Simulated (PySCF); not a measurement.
GeH7NSi, SMILES [SiH3][NH][GeH3].

Geometry: B3LYP-D3(BJ)/def2-SVP. This is a generated structure with no PubChem entry under its InChIKey; it may be hypothetical.

Calculation: PySCF with PBE/def2-TZVPD.

Q: Estimate the frontier levels, gap, dipole moment and polarisability. (An estimate is asked for; the answer gives what the named calculation found.)

A: 
highest occupied level: -5.94 eV
lowest empty level: -1.06 eV
orbital gap: 4.88 eV
dipole moment: 0.97 D
quadrupole, principal values (traceless, Buckingham form, about the centre of nuclear charge): -2.31, -1.77, 4.08 D·Å
mean static polarisability: 71.9 bohr³ (10.66 Å³)
polarisability, principal values: 64.4, 65.9, 85.6 bohr³
